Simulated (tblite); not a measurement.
A geometry optimisation, step by step.

Compound: C4H13ClOSi2.
SMILES with atom numbers: `[CH3:1][C@H:2]([CH2:3][SiH3:4])[CH2:5][O:6][SiH2:7][Cl:8]` (hydrogens: H9, H10, H11 on C1; H12 on C2; H13, H14 on C3; H15, H16, H17 on Si4; H18, H19 on C5; H20, H21 on Si7)

Computed with GFN2-xTB (tblite), gas phase: L-BFGS steps from a force-field or distance-geometry start until the largest atomic force falls under 0.01 eV/Å. 6 of its 139 geometries are shown.

Step 0: E = -744.1135 eV, largest atomic force 3.064 eV/Å
```
atom  x, y, z in Å  |  force x, y, z in eV/Å
C1     -0.850   -2.274    0.430    0.032  -0.070   0.628
C2     -0.707   -0.753    0.566   -0.341  -0.802   0.919
C3     -1.607   -0.088   -0.413   -1.311   0.427  -0.318
Si4    -1.516    1.788   -0.346    0.813   0.572   0.177
C5      0.730   -0.441    0.292    0.549  -0.939  -0.566
O6      1.021    0.903    0.375    2.952   0.737  -0.363
Si7     2.711    1.082    0.011   -0.960   1.267   0.946
Cl8     3.278    3.093    0.049   -0.585  -1.319  -0.021
H9     -0.197   -2.562   -0.419   -0.728  -0.379   0.634
H10    -0.496   -2.688    1.401   -0.162  -0.306  -0.943
H11    -1.918   -2.553    0.279    0.970   0.048   0.006
H12    -0.924   -0.481    1.630   -0.074   0.139  -0.780
H13    -2.671   -0.341   -0.170    0.773  -0.167  -0.367
H14    -1.361   -0.443   -1.425   -0.288  -0.030   0.304
H15    -0.301    2.207   -1.055   -0.381   0.251  -0.205
H16    -1.365    2.192    1.063   -0.239   0.022  -0.214
H17    -2.720    2.305   -0.990   -0.094   0.104   0.014
H18     1.009   -0.794   -0.737   -0.376   0.002   0.512
H19     1.368   -1.019    0.986   -0.128   0.061  -0.038
H20     3.479    0.378    1.073   -0.295   0.265  -0.287
H21     3.027    0.505   -1.292   -0.127   0.117  -0.037
```

Step 28: E = -744.9319 eV, largest atomic force 0.187 eV/Å
```
atom  x, y, z in Å  |  force x, y, z in eV/Å
C1     -0.989   -2.296    0.531   -0.031  -0.079   0.014
C2     -0.653   -0.806    0.534    0.008   0.008   0.007
C3     -1.537   -0.038   -0.446    0.018  -0.003  -0.011
Si4    -1.419    1.861   -0.381    0.034   0.013  -0.019
C5      0.835   -0.682    0.219   -0.009   0.051   0.010
O6      1.276    0.643    0.315    0.078  -0.002  -0.066
Si7     2.787    1.175    0.066   -0.074  -0.120  -0.049
Cl8     2.556    3.138    0.278    0.038   0.022  -0.017
H9     -0.647   -2.763   -0.389   -0.021   0.021  -0.096
H10    -0.503   -2.806    1.358    0.025  -0.019   0.083
H11    -2.059   -2.453    0.611   -0.102   0.006   0.057
H12    -0.818   -0.399    1.537   -0.008  -0.028  -0.004
H13    -2.576   -0.306   -0.233    0.062  -0.039  -0.038
H14    -1.329   -0.371   -1.465   -0.004  -0.097   0.019
H15    -0.361    2.388   -1.232    0.058   0.001  -0.062
H16    -1.264    2.324    0.993   -0.006  -0.005   0.081
H17    -2.710    2.320   -0.913    0.018   0.066   0.016
H18     1.030   -1.060   -0.795    0.013   0.035   0.082
H19     1.396   -1.301    0.932    0.037   0.023  -0.105
H20     3.719    0.646    1.067   -0.081   0.041  -0.045
H21     3.256    0.802   -1.279   -0.053   0.107   0.144
```

Step 55: E = -744.9775 eV, largest atomic force 0.049 eV/Å
```
atom  x, y, z in Å  |  force x, y, z in eV/Å
C1     -1.039   -2.318    0.577   -0.007  -0.006  -0.017
C2     -0.654   -0.841    0.524    0.020  -0.010   0.012
C3     -1.510   -0.068   -0.476    0.011  -0.007   0.002
Si4    -1.293    1.825   -0.398   -0.005   0.019  -0.006
C5      0.826   -0.707    0.176    0.019   0.013  -0.007
O6      1.212    0.638    0.244    0.021   0.005  -0.006
Si7     2.704    1.243    0.083   -0.002  -0.017  -0.015
Cl8     2.428    3.194    0.352   -0.008   0.017   0.015
H9     -0.888   -2.789   -0.394    0.014   0.018   0.025
H10    -0.441   -2.847    1.317   -0.026   0.002  -0.041
H11    -2.089   -2.420    0.844    0.022  -0.010   0.011
H12    -0.797   -0.406    1.518   -0.004   0.002   0.019
H13    -2.557   -0.310   -0.284    0.002   0.009   0.008
H14    -1.290   -0.429   -1.483   -0.013  -0.024  -0.011
H15    -0.256    2.319   -1.298    0.011  -0.024  -0.014
H16    -1.084    2.234    0.991    0.004   0.010  -0.019
H17    -2.564    2.398   -0.870   -0.009   0.000   0.022
H18     1.012   -1.085   -0.838   -0.022   0.004  -0.009
H19     1.440   -1.297    0.867   -0.026  -0.001   0.012
H20     3.594    0.701    1.109   -0.001   0.000  -0.004
H21     3.237    0.982   -1.254    0.003   0.001   0.023
```

Step 83: E = -744.9863 eV, largest atomic force 0.025 eV/Å
```
atom  x, y, z in Å  |  force x, y, z in eV/Å
C1     -1.028   -2.327    0.558   -0.010  -0.011   0.002
C2     -0.654   -0.846    0.533   -0.004  -0.011   0.013
C3     -1.540   -0.070   -0.437    0.008   0.002   0.007
Si4    -1.258    1.817   -0.450    0.008   0.004  -0.002
C5      0.819   -0.699    0.163   -0.007  -0.001  -0.010
O6      1.202    0.645    0.234   -0.001   0.009   0.011
Si7     2.692    1.264    0.128    0.019  -0.016   0.001
Cl8     2.397    3.205    0.445   -0.009   0.001   0.005
H9     -0.917   -2.764   -0.434    0.006   0.006   0.015
H10    -0.394   -2.880    1.250   -0.014   0.016  -0.010
H11    -2.063   -2.446    0.869    0.010  -0.010   0.000
H12    -0.787   -0.430    1.537    0.012   0.003   0.010
H13    -2.580   -0.268   -0.170    0.005   0.003  -0.010
H14    -1.397   -0.474   -1.442   -0.016  -0.004   0.003
H15    -0.276    2.203   -1.462   -0.001  -0.003   0.011
H16    -0.931    2.302    0.888   -0.007  -0.006  -0.007
H17    -2.545    2.413   -0.844    0.006  -0.001  -0.006
H18     0.988   -1.068   -0.856   -0.003  -0.001  -0.013
H19     1.439   -1.294    0.844    0.002   0.012  -0.016
H20     3.562    0.694    1.155   -0.010   0.005   0.013
H21     3.263    1.041   -1.199    0.005   0.002  -0.016
```

Step 110: E = -744.9911 eV, largest atomic force 0.015 eV/Å
```
atom  x, y, z in Å  |  force x, y, z in eV/Å
C1     -1.009   -2.334    0.567   -0.001   0.004   0.001
C2     -0.642   -0.851    0.533    0.003   0.001  -0.002
C3     -1.584   -0.068   -0.377    0.001  -0.006  -0.003
Si4    -1.233    1.804   -0.493   -0.005  -0.006  -0.002
C5      0.807   -0.692    0.078    0.000  -0.004   0.000
O6      1.201    0.645    0.205    0.002  -0.006   0.004
Si7     2.692    1.270    0.186   -0.001  -0.008   0.002
Cl8     2.358    3.204    0.519    0.007   0.001   0.008
H9     -0.890   -2.776   -0.420    0.001   0.001   0.002
H10    -0.376   -2.877    1.266    0.007   0.003  -0.009
H11    -2.044   -2.460    0.875    0.001   0.013   0.007
H12    -0.714   -0.442    1.547    0.003   0.000  -0.003
H13    -2.602   -0.212   -0.011    0.006   0.000  -0.006
H14    -1.552   -0.508   -1.377   -0.004  -0.004   0.004
H15    -0.233    2.100   -1.517   -0.006   0.008  -0.006
H16    -0.907    2.351    0.820   -0.001  -0.002   0.006
H17    -2.495    2.415   -0.938   -0.005   0.000  -0.002
H18     0.907   -0.996   -0.971   -0.005   0.005   0.002
H19     1.465   -1.330    0.679    0.000   0.005  -0.002
H20     3.505    0.688    1.252   -0.006   0.003   0.002
H21     3.334    1.083   -1.114    0.003  -0.007  -0.002
```

Step 138: E = -744.9930 eV, largest atomic force 0.009 eV/Å
```
atom  x, y, z in Å  |  force x, y, z in eV/Å
C1     -0.992   -2.324    0.586    0.001   0.006  -0.001
C2     -0.630   -0.841    0.522    0.003   0.002  -0.001
C3     -1.603   -0.072   -0.366    0.000  -0.003   0.002
Si4    -1.256    1.797   -0.523    0.001  -0.009  -0.001
C5      0.802   -0.678    0.020    0.002  -0.002  -0.001
O6      1.209    0.652    0.179   -0.004   0.003  -0.006
Si7     2.708    1.255    0.233    0.002  -0.006   0.005
Cl8     2.385    3.188    0.581    0.002   0.004   0.002
H9     -0.933   -2.771   -0.404    0.002  -0.001   0.002
H10    -0.317   -2.862    1.248   -0.005   0.001  -0.003
H11    -2.007   -2.446    0.957    0.003  -0.002   0.000
H12    -0.669   -0.421    1.534    0.002   0.000  -0.003
H13    -2.608   -0.209    0.037   -0.002   0.002   0.000
H14    -1.607   -0.529   -1.358    0.001   0.004   0.001
H15    -0.261    2.078   -1.557   -0.003   0.000   0.002
H16    -0.919    2.367    0.778   -0.001   0.001   0.001
H17    -2.523    2.394   -0.974    0.000   0.004   0.002
H18     0.863   -0.943   -1.043   -0.001  -0.006   0.000
H19     1.478   -1.340    0.573    0.001  -0.002   0.004
H20     3.466    0.648    1.326   -0.006   0.004  -0.001
H21     3.405    1.074   -1.039    0.003   0.000  -0.003
```

Task: Summarise the path.

Result: The energy falls by 20.28 kcal/mol from step 0 to step 138; nine tenths of that is first reached at step 24. It falls at every step. The largest force goes from 3.064 to 0.009 eV/Å. Among the bonds O6–Si7 changes most, from 1.738 to 1.617 Å; the atoms move by 0.472 Å rms after alignment.

Task: Follow the three bonds and two angles with the largest change from start to end.

Result: 
```tsv
step	E above end (kcal/mol)	largest force (eV/Å)	O6–Si7 (Å)	Si7–Cl8 (Å)	C2–C3 (Å)	C5–O6–Si7 (°)	O6–Si7–Cl8 (°)
0	20.28	3.064	1.738	2.089	1.487	107.1	111.1
6	6.95	0.411	1.627	1.982	1.519	113.7	111.0
12	4.87	0.412	1.636	1.975	1.526	117.1	108.3
18	3.01	0.204	1.621	1.986	1.532	120.0	105.3
24	1.95	0.226	1.614	1.993	1.528	125.0	102.7
30	1.22	0.122	1.617	1.987	1.525	127.9	101.1
36	0.82	0.153	1.620	1.989	1.528	127.1	102.1
42	0.60	0.082	1.615	1.993	1.527	128.6	103.2
48	0.46	0.079	1.617	1.991	1.527	128.4	103.0
54	0.37	0.039	1.618	1.988	1.527	127.5	103.0
60	0.32	0.036	1.617	1.990	1.526	127.9	102.8
66	0.28	0.046	1.616	1.990	1.527	127.9	102.6
72	0.21	0.041	1.618	1.988	1.526	128.3	102.4
78	0.18	0.036	1.618	1.991	1.525	128.1	102.8
84	0.15	0.022	1.617	1.990	1.526	128.0	103.1
90	0.14	0.021	1.618	1.989	1.526	127.8	102.9
96	0.10	0.048	1.618	1.990	1.525	128.1	102.6
102	0.07	0.026	1.617	1.989	1.525	128.5	102.6
108	0.05	0.026	1.618	1.990	1.526	128.8	102.7
114	0.04	0.016	1.617	1.990	1.525	128.9	102.7
120	0.03	0.025	1.617	1.990	1.526	128.9	102.7
126	0.02	0.023	1.617	1.990	1.525	129.0	102.7
132	0.01	0.031	1.617	1.991	1.526	128.8	102.7
138	0.00	0.009	1.617	1.990	1.526	128.9	102.6
```

What follows is the cost of the whole relaxation. Hardware: an Arm Neoverse N1 with one thread, shared host with 64 logical CPUs at a one-minute load of 57. Cost: 2.3 s.
